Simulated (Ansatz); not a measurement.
GeSe₂, relaxed as a singlet with RKS r2SCAN-D4/def2-TZVP in Ansatz, starting from the GFN2-xTB geometry. Force threshold 0.02 eV/Å.

The structure comes from a short search, and lower isomers may exist.

Start:

```xyz
3

Ge    0.079   -0.351   -1.281
Se   -0.576    1.214    0.324
Se    0.497   -0.864    0.957
```

```tsv
step	energy (eV)	largest force component (eV/Å)	SCF passes
1	-187218.2323	0.281	17
2	-187218.2355	0.015	24
```

Force components are those of the run's own axes.

End:

```xyz
3

Ge    0.080   -0.353   -1.291
Se   -0.579    1.220    0.327
Se    0.499   -0.867    0.964
```

By distances, no bond broke or formed. The bond that changes most is Ge1–Se3, from 2.33 to 2.35 Å (atoms count from 1).

No frequencies were taken in this run, so the end may be a saddle point.

It took 3.6 s on 4 threads of Arm Neoverse V2 on a shared host.
